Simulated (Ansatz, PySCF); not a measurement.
C2H8Ge2, singlet, at a GFN2-xTB geometry, with bond 5-1 at 1.8 times its length. Base run: CASSCF(2,3)/STO-3G run with PySCF.

The PySCF input:
```python
from pyscf import gto, scf, mcscf
import numpy

mol = gto.M(
    atom='''
Ge    2.364771    0.312516   -0.026353
C     0.444266    0.364994   -0.332451
C    -0.444003   -0.367153    0.330418
Ge   -2.364810   -0.312197    0.026654
H     2.960975   -1.466615    1.898050
H     3.101276   -0.067528   -1.270729
H     2.883310    1.652122    0.388436
H     0.092866    1.045568   -1.100750
H    -0.092579   -1.047927    1.098528
H    -3.096463    0.101751    1.263105
H    -2.891506   -1.658516   -0.354607
H    -2.693231    0.653147   -1.064176
''',
    basis='sto-3g',
    charge=0,
    spin=0,
    verbose=4,
)

mf = scf.RHF(mol)
mf.kernel()
mc = mcscf.CASSCF(mf, 3, 2)
mc.fix_spin_(ss=0.0)
mc.kernel()
occ = numpy.linalg.eigvalsh(mc.fcisolver.make_rdm1(mc.ci, mc.ncas, mc.nelecas))[::-1]
ss = mc.fcisolver.spin_square(mc.ci, mc.ncas, mc.nelecas)[0]
print('natural occupations', occ.round(4), ' <S^2>', round(ss, 4))
```

Programs used: Ansatz (an electronic-structure program), PySCF; a row that names a program was run with it.

Variants of this job, named by their change:

```tsv
change	ΔE vs base (mEh)	natural occupations	<S^2> of the state
base	0.000	1.60 0.40 0.00	0.00
active space = 6 electrons, 4 orbitals	-0.117	2.00 2.00 1.60 0.40	0.00
conv_tol = 1e-5	0.026	1.60 0.40 0.00	0.00
fix_spin_ = off	0.000	1.60 0.40 0.00	0.00
state_average = 2 states	21.552	-	-
active space = 6 electrons, 6 orbitals	-58.797	1.98 1.88 1.60 0.40 0.12 0.02	0.00
solver = newton	0.000	1.60 0.40 0.00	0.00
active space = 2 electrons, 4 orbitals	-0.022	1.60 0.40 0.00 0.00	0.00
code = ansatz	0.020	-	-
start = MP2 natural orbitals	0.000	1.60 0.40 0.00	0.00
active space = 8 electrons, 7 orbitals	-60.266	2.00 1.98 1.89 1.60 0.40 0.12 0.02	0.00
```

Active orbitals are taken around the Fermi level unless the row says otherwise; CASSCF can end in different local minima, and two programs can end on different orbitals. State-averaged rows give the lowest state.
